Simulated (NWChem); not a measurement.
# SrO; SMILES [Sr]=[O]

Computed with NWChem. Structure relaxed at the PBE0-D3(BJ)/def2-TZVP level. def2 effective core potentials on Sr; no spin-orbit coupling. Level PBE/def2-SVP: single points from the atomic guess with DIIS by default; each run changes one setting, and all converged runs end within 0.3 mHa of each other. cgmin counts macro-iterations, each dearer than a DIIS step.

Which setting needs the most SCF iterations, or fails (quadratically convergent solver (cgmin); core-Hamiltonian guess; level shift of 0.5 Ha throughout; DIIS on 20 Fock matrices; defaults)?

quadratically convergent solver (cgmin), with 93 against 11 for the defaults.
```
setting                                  SCF iterations
---------------------------------------  --------------
defaults                                             11
DIIS on 20 Fock matrices                             10
core-Hamiltonian guess                               16
quadratically convergent solver (cgmin)              93
level shift of 0.5 Ha throughout                     65
```
